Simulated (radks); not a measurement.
The numbers below are computed, except where a source is named.
Problem. All-electron atom: Cr3+ in [Ne] 3s2 3p5 3d3 4d1 (not the ground configuration). Code: a radial shooting solver on a logarithmic mesh with Libxc functionals. Model: non-relativistic Kohn-Sham, r2SCAN, spin-unpolarised, spherical densities, point nucleus; meta-GGA in the generalised Kohn-Sham scheme. Some entries of the table are withheld. Estimate them.

orbital  occ.  eigenvalue (hartree)  <r> (bohr)  <r^2> (bohr^2)
1s          2             -217.2978     0.06420        0.005530
2s          2             -26.52561      0.2951          0.1028
2p          6                   (1)      0.2605         0.08347
3s          2                   (2)      0.8823          0.8927
3p          5              -3.54722      0.9199          0.9864
3d          3              -1.82850       1.024           1.285
4d          1              -0.62071       3.433           13.34

Solution. 
(1) 2p eigenvalue (hartree): -22.80267
(2) 3s eigenvalue (hartree): -4.62548
